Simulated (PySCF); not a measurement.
C3H3BF2O. Atoms are numbered in the order given.

```xyz
10

F      1.1665    -1.8516     0.0000
B     -0.0004    -1.2162     0.0000
F     -1.1133    -1.9483     0.0000
C     -0.0945     0.3329     0.0000
C     -1.0693     1.2912     0.0000
C      0.0452     2.3004     0.0000
O      1.0088     1.1953     0.0000
H     -2.1637     1.3149     0.0000
H      0.1641     2.9279     0.9093
H      0.1641     2.9279    -0.9093
```

The structure is a stationary point at PBE-D3(BJ)/def2-SVP. The structure was generated by enumeration, and PubChem lists no compound with its InChIKey, so it may never have been made. The values are those of a single conformer.

The numbers are results of KT2/pcSseg-1 run with PySCF, not measurements.

GIAO shieldings, no solvent; atoms listed in one row are averaged. δ = σ(ref) − σ: ¹⁹F against CFCl3 (σ = 127.1 ppm); ¹¹B against BF3 (σ = 89.8 ppm); ¹³C against TMS (σ = 185.1 ppm); ¹⁷O against H2O (σ = 330.4 ppm); ¹H against TMS (σ = 31.47 ppm), references at their B3LYP-D3(BJ)/def2-TZVP geometries, non-relativistic.

Computed chemical shifts:
```tsv
nucleus	atoms	count	δ (ppm)
¹⁹F	F1	1	-120.7
¹⁹F	F3	1	-125.2
¹¹B	B2	1	5.4
¹³C	C4	1	167.2
¹³C	C5	1	134.4
¹³C	C6	1	88.0
¹⁷O	O7	1	189.9
¹H	H8	1	7.39
¹H	H9, H10	2	5.97
```
